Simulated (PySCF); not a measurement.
B3LYP has the VWN-RPA correlation part, as in Gaussian. Delta-SCF ions had no search for a lower state. Excitations are Tamm–Dancoff values on a coarser integration grid. The basis has no diffuse functions, so Rydberg states are missing or too high.

Cartesian coordinates (Å):
SMILES: [H]/N=C\OC
```xyz
9

C     -1.1277    -0.1529    -0.2005
O      0.0100    -0.9458     0.1258
C      1.2089    -0.3199     0.1827
N      1.5074     0.8892    -0.0097
H     -1.9769    -0.8305    -0.1949
H     -1.0234     0.2945    -1.1922
H     -1.2834     0.6348     0.5409
H      1.9751    -1.0462     0.4408
H      0.7100     1.4768    -0.2446
```
Charge 0, spin multiplicity 1.

Task: What is the computed dipole moment, vertical ionisation energy (Delta-SCF), HOMO–LUMO gap, total energy, T1 excitation (TDA), S1 oscillator strength, S1–T1 gap (TDA) and S1 excitation (TDA) (B3LYP-D3(BJ)/def2-TZVP in PySCF 2.14.0)?

Result: 
```yaml
dipole_moment: 2.57 D
vertical ionisation energy (Delta-SCF): 10.57 eV
HOMO–LUMO gap: 8.08 eV
total_energy: -5694.55 eV
T1 excitation (TDA): 5.32 eV
S1 oscillator strength: 0.011
S1–T1 gap (TDA): 1.20 eV
S1 excitation (TDA): 6.51 eV
```
